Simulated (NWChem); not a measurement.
System: ZnI cation; SMILES [I][Zn+]

The following NWChem deck was run.

```
start job
memory heap 200 mb stack 700 mb global 900 mb
charge 1
geometry units angstroms noautoz
  Zn     0.000000     0.000000    -1.520357
  I      0.000000     0.000000     0.860545
end
basis spherical
  * library def2-tzvp
end
ecp
  I library def2-ecp
end
dft
  xc xwpbe 1.00 cpbe96 1.0 hfexch 1.00
  cam 0.4 cam_alpha 0.0 cam_beta 1.0
  iterations 150
  mulliken
end
task dft energy
```

Coordinates come from a PBE0-D3(BJ)/def2-TZVP optimisation. def2 effective core potentials on I; no spin-orbit coupling.

### Question
Predict the main results of this run. (LC-wPBE (HJS exchange hole, range parameter 0.4 per bohr)/def2-TZVP with def2 effective core potentials on I.) Quantities: energy (Ha); highest occupied level (eV); orbital gap (eV).

### Answer
* **energy (Ha)**: -2076.63
* **highest occupied level (eV)**: -15.74
* **orbital gap (eV)**: 7.58
